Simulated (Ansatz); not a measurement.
Stepwise reaction of `[CH3][Ge]([CH3])([Cl])[SeH]` with hydrogen, as a gas-phase model of exchange steps in deposition or etching. ΔE in kJ/mol.

Isolated molecules relaxed with PBE0-D4/def2-TZVP in Ansatz; ΔE leaves out vibrations. CBS: MP2 limit from def2 TZ/QZ plus the TZ coupled-cluster correction, frozen cores. This one scheme is used for every species. DFT in def2-TZVPP. B3LYP here is the variant with VWN-RPA as its local correlation; programs differ in this. For Ge, Se outer-core shells are correlated without core-valence functions, which leaves a few kJ/mol of doubt a bond. Scalar relativity is left out up to krypton. One conformer a species, not always the lowest.

```
step                                                            reaction  PBE-D4  B3LYP-D4  ωB97M-V  CCSD(T)/CBS
   1  `[CH3][Ge]([CH3])([Cl])[SeH]` + H₂ → `[CH3][GeH]([Cl])[SeH]` + CH₄   -24.6     -27.8    -25.9        -22.3
   2              `[CH3][GeH]([Cl])[SeH]` + H₂ → `[Cl][GeH2][SeH]` + CH₄   -17.7     -22.3    -20.5        -16.1
```

Task: By hand: ΔE of the 2 steps together at CCSD(T)/CBS.

Result: (-22.3) + (-16.1) = -38.4 kJ/mol, or -19.2 kJ/mol a step.

In ΔE each step is higher than the one before. All are downhill at CCSD(T)/CBS. PBE-D4 differs from CCSD(T)/CBS by -2.3 to -1.6 kJ/mol a step. Isolated molecules leave out the surface, adducts and barriers. Largest T1 diagnostic: 0.009.
